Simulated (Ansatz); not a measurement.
One change: `CC([SiH3])=S` becomes `C[C](=S)[GeH3]`.

Ansatz, PBE0-D4/def2-TZVP geometries, multiplicity 1. 

Scalar relativity is left out up to krypton.

```tsv
property	`CC([SiH3])=S`
LUMO energy (ωB97M-V/def2-TZVPP) / eV	-0.35
HOMO–LUMO gap (ωB97M-V/def2-TZVPP) / eV	8.22
size of the dipole moment (B3LYP/def2-TZVPP) / D	2.08
LUMO energy (PBE/def2-TZVPP) / eV	-3.40
size of the dipole moment (PBE/def2-TZVPP) / D	2.02
HOMO energy (ωB97M-V/def2-TZVPP) / eV	-8.56
```

What does the change do to each property? (An estimate is asked.)

Ansatz gave: 
| property | `C[C](=S)[GeH3]` | shift |
| --- | --- | --- |
| LUMO energy (ωB97M-V/def2-TZVPP) / eV | -0.16 | 0.19 |
| HOMO–LUMO gap (ωB97M-V/def2-TZVPP) / eV | 8.27 | 0.05 |
| size of the dipole moment (B3LYP/def2-TZVPP) / D | 2.09 | 0.01 |
| LUMO energy (PBE/def2-TZVPP) / eV | -3.24 | 0.16 |
| size of the dipole moment (PBE/def2-TZVPP) / D | 2.05 | 0.03 |
| HOMO energy (ωB97M-V/def2-TZVPP) / eV | -8.43 | 0.13 |

With PBE0 the HOMO rises by 0.12 eV and the LUMO rises by 0.17 eV, so the gap widens by about 0.05 eV. PBE moves the HOMO by 0.10 eV and ωB97M-V by 0.13 eV. Dipoles are sizes alone; their direction can turn.

B3LYP here is the variant with VWN-RPA as its local correlation; programs differ in this.
